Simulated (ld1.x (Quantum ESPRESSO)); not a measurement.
silicon, TM: configuration errors across variants

```json
{
 "Element": "silicon (Si)",
 "Generator": "ld1.x (Quantum ESPRESSO) 7.5",
 "Type": "norm-conserving Troullier–Martins (Kleinman–Bylander form)",
 "Functional": "PBE",
 "Relativity": "non-relativistic",
 "Frozen core": "[He]",
 "Valence charge": "12",
 "Reference configuration": "2s2 2p6 3s1.75 3p2.25",
 "Partial waves": "2s (bound): rc 0.75 bohr; 2p (bound): rc 0.50 bohr",
 "Local potential": "all-electron potential smoothed inside 0.50 bohr (lloc = -2)",
 "Core correction": "none"
}
```

Occupied shells without a wave of their own: 3p, 3s. They enter only through the test configuration that unscreens the potential.

All-electron excitation energies from the reference (eV): (1) 2s2 2p6 3s2 3p2 -1.675; (2) 2s2 2p6 3s2 3p1 6.076; (3) 2s2 2p6 3s2 3p0 22.081; (4) 2s2 2p5 3s2 3p2 108.409; (5) 2s2 2p6 3s2 3p1.5 1.252; (6) 2s2 2p6 3s2 3p2.3 -2.608; (7) 2s2 2p6 3s0 3p0 101.040.

For the base: The 3p, 3s levels have no wave, so the channel is fitted at the deeper level alone: the likely source of the large errors.

The file “local potential all-electron potential smoothed inside 0.66 bohr (lloc = -2)” misses its own reference levels by 0.4 eV.

Errors AE − PS in meV (a dash: test not solved or not reliable):

| change | (1) | (2) | (3) | (4) | (5) | (6) | (7) | bound ghosts |
| --- | --- | --- | --- | --- | --- | --- | --- | --- |
| base | +29 | +50 | +85 | +138 | +38 | +25 | -291 | none |
| local potential all-electron potential smoothed inside 0.30 bohr (lloc = -2) | +35 | +46 | +66 | +179 | +40 | +33 | -448 | none |
| local potential all-electron potential smoothed inside 0.36 bohr (lloc = -2) | +33 | +45 | +66 | +170 | +39 | +31 | -420 | none |
| local potential all-electron potential smoothed inside 0.44 bohr (lloc = -2) | +32 | +47 | +74 | +156 | +38 | +29 | -368 | none |
| local potential all-electron potential smoothed inside 0.48 bohr (lloc = -2) | +31 | +49 | +80 | +147 | +38 | +27 | -329 | none |
| local potential all-electron potential smoothed inside 0.54 bohr (lloc = -2) | +26 | +52 | +96 | +118 | +37 | +21 | -201 | none |
| local potential all-electron potential smoothed inside 0.62 bohr (lloc = -2) | +6.8 | +46 | +114 | +29 | +24 | -0.5 | +190 | none |
| local potential all-electron potential smoothed inside 0.66 bohr (lloc = -2) | -100 | -58 | +14 | -342 | -83 | -106 | +1787 | none |
| local potential all-electron potential smoothed inside 0.74 bohr (lloc = -2) | +79 | +182 | +356 | +212 | +123 | +59 | -402 | none |
| local potential all-electron potential smoothed inside 0.86 bohr (lloc = -2) | +47 | +230 | +536 | +25 | +125 | +14 | +656 | none |

Problem. Give the same row for: local potential all-electron potential smoothed inside 0.78 bohr (lloc = -2).

Solution. +64, +188, +396, +139, +117, +41, -34; bound ghosts: none.
